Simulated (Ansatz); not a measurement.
Ansatz results at the PBE0-D4/def2-TZVP geometry: LUMO energy (PBE0/def2-TZVPP) 0.06 eV; HOMO energy (PBE/def2-TZVPP) -6.71 eV; HOMO energy (ωB97M-V/def2-TZVPP) -10.29 eV.

Each molecule was computed in one conformer, which needn't be the lowest.

Task: Which molecule gave them?
A. `C[N](C)[Ge]([F])([N](C)C)[N](C)C`
B. `[OH][Ge]([OH])([OH])[SiH3]`
C. `[OH][GeH]([OH])[O][SiH3]`
D. `C[O][GeH]([F])[SH]`

Result: B. The others give `C[N](C)[Ge]([F])([N](C)C)[N](C)C`: 0.68, -4.71, -8.31; `C[O][GeH]([F])[SH]`: -0.24, -6.66, -10.19; `[OH][GeH]([OH])[O][SiH3]`: -0.15, -7.26, -11.07.
